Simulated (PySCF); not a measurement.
A side-by-side comparison of computed properties.

First species: C4H12GeOSi.
SMILES: `[SiH3][O][GeH]1[CH2]CC[CH2]1`

Second species: C2H6GeOSi.
InChI=1S/C2H6GeOSi/c1-2-3-4-5/h1H,3H2,5H3

Levels: CAM-B3LYP/def2-SVPD for HOMO energy, LUMO energy, HOMO–LUMO gap and static isotropic polarisability; TDDFT CAM-B3LYP/def2-SVPD for lowest singlet excitation; TDA CAM-B3LYP/def2-SVPD for lowest triplet excitation (Tamm–Dancoff); ΔSCF CAM-B3LYP/def2-SVPD for vertical ionisation energy. Geometries: PBE0-D3(BJ)/def2-SVP. All species are isolated and taken at one optimised geometry, non-relativistic unless stated. Electronic properties by PySCF.

The conformers computed, where there is a choice (atom-mapped SMILES and torsion angles):
- `[CH:1]#[C:2][GeH2:3][O:4][SiH3:5]`: C2–Ge3–O4–Si5 40°

The conformers of `[SiH3][O][GeH]1[CH2]CC[CH2]1` aren't listed.

Q: Which of the two has the higher T1 energy, and by how much?

A: The first: 6.54 eV against 4.93 eV, a difference of 1.61 eV.

Q: Which of the two has the higher LUMO energy, and by how much?

A: The first: 1.04 eV against 0.24 eV, a difference of 0.80 eV.

Q: Which of the two has the higher S1 energy, and by how much?

A: The first: 6.84 eV against 5.88 eV, a difference of 0.96 eV.

Q: Which has the higher static isotropic polarisability?

A: The first: 103.8 au against 79.8 au, a difference of 24.0 au.

Q: Which of the two has the higher HOMO energy, and by how much?

A: The first: -8.99 eV against -9.69 eV, a difference of 0.70 eV.

Q: Which of the two has the higher vertical ionisation energy, and by how much?

A: The second: 10.51 eV against 9.62 eV, a difference of 0.89 eV.

Q: Which has the higher HOMO–LUMO gap?

A: The first: 10.03 eV against 9.93 eV, a difference of 0.10 eV.

On the first: The 10 singlets span 6.84 to 8.27 eV, and their oscillator strengths add up to 0.36. The vertical singlet–triplet gap S1 − T1 is 0.30 eV (TDDFT singlet less Tamm–Dancoff triplet; S1: HOMO→LUMO, weight 0.72; T1: HOMO→LUMO, weight 0.63). The calculation is non-relativistic and has no spin–orbit coupling, an omission that weighs most on germanium.

On the second: The ΔSCF ionisation energy exceeds −ε(HOMO) by 0.82 eV with CAM-B3LYP. The principal polarisabilities are 67.2, 78.6 and 93.4 au; their mean is the isotropic value. Relativistic effects, spin–orbit coupling among them, are left out although an element past zinc is present.
